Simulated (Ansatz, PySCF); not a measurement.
Reaction (SMILES): O[SiH2]O -> [O][SiH2]O + H atom (the H-O bond at the site shown breaks; other sites are not compared here)
Geometries: B3LYP-D3(BJ)/def2-TZVP minima from Ansatz (an electronic-structure program), one conformer each, not searched for the lowest. Frequencies are from Ansatz or PySCF.

Property: bond dissociation energy (0 K, with B3LYP-D3(BJ) harmonic zero-point energies), in kJ/mol. Cores are frozen in the correlated levels unless marked. Open shells are spin-unrestricted. No spin-orbit coupling. Non-relativistic. Basis-set limits of correlation are two-point, X^-3; Hartree-Fock from the larger set. The bracket is a focal-point correction in the basis named.

| level | program | bond dissociation energy (kJ/mol) |
|---|---|---|
| HF/cc-pV(T+d)Z | Ansatz | 343.2 |
| HF/cc-pV(Q+d)Z | Ansatz | 344.9 |
| PBE-D3(BJ)/def2-TZVPD | Ansatz + dftd3 | 459.4 |
| PBE0/def2-QZVPP | Ansatz | 467.2 |

**Question.** What does RI-MP2/CBS(aug-cc-pV(T+d)Z,aug-cc-pV(Q+d)Z)+[CCSD(T)-MP2]/aug-cc-pV(T+d)Z (Ansatz) give?

**Answer.** 496.4 kJ/mol
